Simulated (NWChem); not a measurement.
MgHOF; SMILES [OH][Mg][F]

```xyz
4

Mg     0.1412    -0.2608     0.0000
F     -0.3352    -1.9546     0.0000
O      0.6156     1.4262     0.0000
H      0.8732     2.3410     0.0000
```
Atoms are numbered in this order, from 1.

Level: PBE0/def2-SVP (NWChem), optimised geometry, unscaled harmonic frequencies. 

**Question.** List the harmonic frequencies with IR intensities, and the thermochemistry.

**Answer.** 
```
frequency (cm⁻¹)  IR intensity (km/mol)
----------------  ---------------------
150                               196.6
168                               146.7
173                                22.9
601                                 0.3
930                               102.7
4110                              142.4
```

```json
{
  "zero_point_energy": "8.8 kcal/mol",
  "thermal correction to the enthalpy at 298.15 K (with zero-point energy)": "12.4 kcal/mol",
  "heat capacity Cv": "13.1 cal/(mol K)",
  "entropy at 298.15 K and 1 atm (symmetry number 1)": "50.7 cal/(mol K)",
  "dipole_moment": "2.20 D"
}
```

Rigid rotor and harmonic oscillator.
